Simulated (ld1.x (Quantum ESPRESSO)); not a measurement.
# Logarithmic derivatives: S (Z = 16), TM

```json
{
 "Element": "sulfur",
 "Generator": "ld1.x (Quantum ESPRESSO) 7.5",
 "Type": "norm-conserving Troullier–Martins (Kleinman–Bylander form)",
 "Functional": "BLYP",
 "Relativity": "scalar-relativistic",
 "Frozen core": "[Ne]",
 "Valence charge": "6",
 "Reference configuration": "3s2 3p4",
 "Partial waves": "3p (bound): rc 1.30 bohr; 3s (bound): rc 1.00 bohr",
 "Local potential": "the s channel",
 "Core correction": "a·sin(br)/r model core, default radius (core density twice the valence density)"
}
```

The phase is arctan(r·u′/u) with u = r·R(r), unwrapped; energies in Ry, scanned from -3 to 5 Ry. A pole is an energy at which the radial function vanishes at the test radius. The pseudo phase is shifted by a multiple of π to meet the all-electron one at the reference energy, and phase errors are pseudo minus all-electron; the curves can meet again beyond the range given. Levels narrower than the energy grid can be missing from the lists of poles.

```
channel  radius (bohr)  reference energy (Ry)  poles, all-electron  poles, pseudo  unbroken range about the reference energy with phases within 0.05 rad  phase error 1 Ry above the reference energy (rad)
      s           1.40                  -1.26                 none           3.60                                                              below 1.4                                             -0.014
      p           1.40                  -0.50                 none           none                                                              below 2.5                                             -0.014
```

Phases in the p channel:

| E (Ry) | all-electron | pseudo |
| --- | --- | --- |
| -3.00 | 1.047 | 1.038 |
| -2.52 | 0.987 | 0.979 |
| -2.04 | 0.908 | 0.902 |
| -1.56 | 0.802 | 0.798 |
| -1.08 | 0.655 | 0.653 |
| -0.60 | 0.448 | 0.448 |
| -0.12 | 0.166 | 0.164 |
| 0.36 | -0.175 | -0.186 |
| 0.84 | -0.509 | -0.533 |
| 1.32 | -0.779 | -0.814 |
| 1.80 | -0.974 | -1.017 |
| 2.28 | -1.114 | -1.162 |
| 2.76 | -1.215 | -1.267 |
| 3.24 | -1.291 | -1.347 |
| 3.72 | -1.350 | -1.411 |
| 4.20 | -1.397 | -1.463 |
| 4.68 | -1.436 | -1.508 |
